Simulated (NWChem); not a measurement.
System: CH$_{6}$OSiTe; SMILES [Te]([SiH3])OC

Here is an NWChem input.

```
start job
memory heap 200 mb stack 900 mb global 1100 mb
geometry units angstroms
  Te     0.652429     0.043024    -0.038472
  O     -0.725931     1.368573     0.609189
  C     -1.448995     2.051697    -0.379040
  H     -2.050201     1.379332    -1.020644
  H     -2.142577     2.726886     0.150086
  H     -0.809254     2.667791    -1.038323
  Si    -0.982504    -1.854600     0.039764
  H     -2.162471    -1.559971    -0.826271
  H     -1.444171    -2.108511     1.435028
  H     -0.252502    -3.049461    -0.483865
end
basis spherical
  * library 3-21g
end
dft
  xc b3lyp
  iterations 150
end
driver
  maxiter 120
end
task dft optimize
```

The level has its own optimisation.

Q: Give the results of this calculation. (B3LYP/3-21G, non-relativistic.) Quantities: r O–Te (Å); r Si–Te (Å); r C–O (Å); dipole (D).

A: The r O–Te (Å) is 2.057, the r Si–Te (Å) comes out as 2.605 and the r C–O (Å) comes out as 1.470. The dipole (D) is 1.57.
